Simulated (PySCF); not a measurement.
Vertical excitations of a molecule CH4F2O2Si from TDA-PBE/def2-SVPD run with PySCF, as energy in eV (oscillator strength): 6.53 (0.001), 7.07 (0.009), 7.74 (0.030), 7.83 (0.016), 8.02 (0.014), 8.36 (0.015), 8.49 (0.045), 8.53 (0.020), 8.79 (0.042), 8.94 (0.006). Lowest triplet (TDA): 6.42 eV. Geometry: PBE0-D3(BJ)/def2-SVP. The values are those of a single conformer.

**Question.** Pick the molecule that these values belong to.
A. O[Si](O)(F)CF
B. O[SiH](O)C(F)F
C. CO[Si](O)(F)F

**Answer.** C, CO[Si](O)(F)F
